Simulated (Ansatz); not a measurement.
Wavefunction ladder for C₅H₁₀CuN₃, SMILES `Cn1ccn(C)[c+]1[Cu-][NH2]`

Cartesian coordinates in Å:
```
C 2.437 -0.337 0.187
N 1.192 -0.310 -0.545
C 1.066 -0.596 -1.882
C -0.244 -0.460 -2.181
N -0.874 -0.096 -1.015
C -2.290 0.154 -0.890
C 0.000 0.003 0.012
Cu -0.338 0.467 1.813
N -0.495 0.896 3.582
H 3.143 0.380 -0.236
H 2.875 -1.337 0.158
H 2.223 -0.067 1.221
H 1.903 -0.868 -2.502
H -0.770 -0.591 -3.111
H -2.488 0.422 0.148
H -2.859 -0.740 -1.148
H -2.592 0.976 -1.541
H -1.064 0.272 4.143
H -0.825 1.832 3.786
```

The species carries charge 0 and has multiplicity 1. For Cu the d shell is correlated and the shells below it are frozen. Scalar relativity is left out up to krypton. Geometry: relaxed with PBE0-D4/def2-TZVP. It is one conformer, not always the lowest. Frozen core, restricted reference, Ansatz 0.2.0.

```
     basis      HF (Eh)  MP2 corr.  CCSD corr.  (T)  CCSD(T) total
  def2-SVP  -1996.90961   -1.52802           ?    ?              ?
def2-TZVPP  -1997.54662   -2.01169    -1.96176    ?              ?
def2-QZVPP            ?   -2.13977           –    –              –
```

Fill in the withheld values. (Best estimate.)

The calculation gave: def2-SVP CCSD corr.: -1.54148; def2-SVP (T): -0.06410; def2-SVP CCSD(T) total: -1998.51519; def2-TZVPP (T): -0.09726; def2-TZVPP CCSD(T) total: -1999.60564; def2-QZVPP HF (Eh): -1997.60346.
